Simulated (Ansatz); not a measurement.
Geometry optimisation, RKS PBE-D4/6-31G* in Ansatz.

The input (input.yaml):

```yaml
crystal:
  periodic: [false, false, false]
  atoms:
    - { symbol: F, position_ang: [0.2844, -2.4391, 0.5976] }
    - { symbol: B, position_ang: [0.2628, -0.9548, 0.6535] }
    - { symbol: O, position_ang: [1.003, 0.2901, 0.4795] }
    - { symbol: Si, position_ang: [-0.2862, 0.662, -0.3562] }
    - { symbol: H, position_ang: [-0.0527, 0.7301, -1.806] }
    - { symbol: H, position_ang: [-1.1693, 1.6476, 0.3855] }
basis:
  gaussian: { orbitals: "6-31G*" }
hamiltonian:
  xc: pbe
  dispersion: d4
relax:
  f_tol: 0.02
  max_steps: 50
```

Run as:

```bash
$ ansatz run input.yaml --threads 1 --pin off --max-ram 2048MiB --backend cpu --events-out ev --progress --plain --runs-dir out
```

**Question.** Where does it end, and by what steps?

**Answer.** It converged. After 7 steps the energy has fallen by 2.054 eV; F1 moved furthest, 0.32 Å.

```csv
step,energy less start (eV),largest force component (eV/Å),accepted
0,0.0000,5.505,yes
1,-1.3870,3.869,yes
2,-1.9658,1.029,yes
3,-2.0246,0.584,yes
4,-2.0336,0.812,yes
5,-2.0536,0.088,yes
6,-2.0544,0.052,yes
7,-2.0545,0.009,yes
```

```xyz
6
Properties=species:S:1:pos:R:3
F 0.356 -2.278 0.868
B 0.246 -1.036 0.429
O 1.072 0.031 0.507
Si -0.414 0.560 -0.393
H -0.085 1.002 -1.786
H -1.134 1.657 0.330
```

Run time: 15 s on 1 thread of Arm Neoverse V2 (shared host), peak memory 0.15 GiB.
